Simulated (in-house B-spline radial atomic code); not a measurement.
Solving the quasi-particle equation for 5s of neutral strontium

Configuration [Kr] 5s2, start PBE; correlation leaves out the deepest shell. Computed with an all-electron radial atomic-structure program (B-spline basis): all electrons, scalar-relativistic (spin-free one-electron X2C), finite nucleus, each spin shell either full or empty, empty states to l = 9 with an (l + 1/2)⁻⁴ tail; G0W0 by contour deformation at full frequency.

At the mean-field level ε = -3.525 eV the matrix elements are Σx = -6.907 eV, v_xc = -5.658 eV and Σc(ε) = -1.506 eV, and the slope of the correlation self-energy is dΣc/dω = -0.2265. The quasi-particle energy solves E = ε + Σx − v_xc + Σc(E).

**Question.** What does the linearised equation give?

**Answer.** Z = 1/(1 − dΣc/dω) = 1/1.2265 = 0.8153. The first-order shift is Σx − v_xc + Σc(ε) = -6.907 − (-5.658) + (-1.506) = -2.755 eV, so E ≈ ε + Z × shift = -3.525 + 0.8153 × (-2.755) = -5.771 eV.

**Question.** How does that compare with the full solution and with static screening?

**Answer.** Solving the equation at full frequency dependence gives E = -5.733 eV, where Σc = -0.959 eV and the weight is 0.742; the linearised value is off by 38 meV; so low a weight means that a satellite takes much of the strength. Leaving Z out would give -6.280 eV. Static COHSEX puts -2.798 eV in place of Σc and gives -7.572 eV, 1.84 eV deeper. The tabulated removal energy is 5.695 eV (NIST, measured); the run leaves out spin-orbit coupling, Breit and QED terms.
